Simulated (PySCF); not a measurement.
Dipole response of Ti+ (titanium, charge +1)

[Ar] 3d2 4s1, high-spin 4F determinant. All numbers are calculated (PySCF 2.14, no relativity, point nucleus, in def2-TZVPPD (6s6p4d2f1g, 67 functions)). Coupled (time-dependent) response in atomic units; α is the mean over directions.

```json
{"method": "B3LYP", "mean α (bohr³)": "46.65", "C₆ (like pair)": "288.3", "S(−4)": "1888"}
```

S(−4) is the Cauchy moment in α(ω) = α(0) + S(−4) ω² + …

α(iu) at B3LYP:

```
u (hartree)  α(iu) (bohr³)
          0          46.65
     0.0500          42.41
      0.100          33.63
      0.200          19.47
      0.300          12.39
      0.500          6.799
      0.750          4.313
       1.00          3.136
       1.50          1.947
       2.00          1.339
       3.00         0.7421
       5.00         0.3214
```

A single London oscillator, α(iu) = α/(1 + u²/ω²), gives C₆ = (3/4) ω α². Matching the computed C₆ needs ω = 4 × 288.3 / (3 × 46.65²) = 0.177 hartree.

For an ion, C₆ is the dispersion term alone; charge-induced terms of lower order in 1/R come first.
